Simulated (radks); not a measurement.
The numbers below are computed, except where a source is named.
Problem. The table gives one normalised radial function P(r) = r R(r) of Nb+ in [Kr] 4d4 5s(up 0, down 0) (r in bohr). Level of theory: scalar-relativistic Kohn-Sham, PBE, spin-polarised, spherical densities, point nucleus; open shells are filled with parallel spins first (spin-orbit coupling, left out, can overturn this in heavy ions) (a radial shooting solver on a logarithmic mesh with Libxc functionals).

r,P
0.002178,0.0018
0.003355,0.0038
0.005168,0.0083
0.007961,0.0179
0.01236,0.0382
0.01904,0.0769
0.02933,0.1439
0.04517,0.2385
0.06958,0.3213
0.1072,0.2820
0.1651,-0.0017
0.2543,-0.4137
0.3917,-0.4469
0.6034,0.2035
0.9294,0.9088
1.443,0.8582
2.223,0.3561
3.424,0.0632
5.274,0.0034
8.124,0.0000

Which n and l does it have? It may be an empty orbital.

Solution. n = 4, l = 1: the number of nodes gives n - l - 1 = 2, the rise at small r (about r^(l+1), flatter next to the nucleus through relativity) gives l, and the extent must fit the shell. The curve is that of 4p down; the table hardly tells the two spins apart. 4p down: eigenvalue -39.323 eV, 2 radial nodes at r = 0.165, 0.543 bohr, <r> = 1.30 bohr, 90 % of the charge inside 1.93 bohr.
